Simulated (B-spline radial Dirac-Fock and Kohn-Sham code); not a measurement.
Level of theory: Dirac-Fock orbitals of the configuration average with a finite nucleus; a radial B-spline solver.

**Question.** This computed X-ray form factor belongs to an atom or ion in its tabulated ground configuration. Which?

| sin θ/λ (Å⁻¹) | f₀ |
| --- | --- |
| 0.1 | 8.994 |
| 0.15 | 8.985 |
| 0.4 | 8.897 |
| 0.45 | 8.870 |
| 0.9 | 8.495 |
| 1.4 | 7.842 |
| 2 | 6.849 |
| 5 | 2.565 |
| 6 | 1.939 |

**Answer.** Xe⁴⁵⁺, with 9 electrons in [He] 2s2 2p5. f₀ tends to the number of electrons as s goes to zero, which the first rows give only roughly, and the rate of fall reflects the nuclear charge, 54.

**Question.** This computed X-ray form factor belongs to an atom or ion in its tabulated ground configuration. Which?

```csv
sin θ/λ (Å⁻¹),f₀
0.08,5.999
0.1,5.998
0.47,5.964
1.18,5.777
2.93,4.810
3.67,4.295
4.61,3.651
5.79,2.943
7.26,2.287
```

**Answer.** Ir⁷¹⁺, with 6 electrons in [He] 2s2 2p2. f₀ tends to the number of electrons as s goes to zero, which the first rows give only roughly, and the rate of fall reflects the nuclear charge, 77.
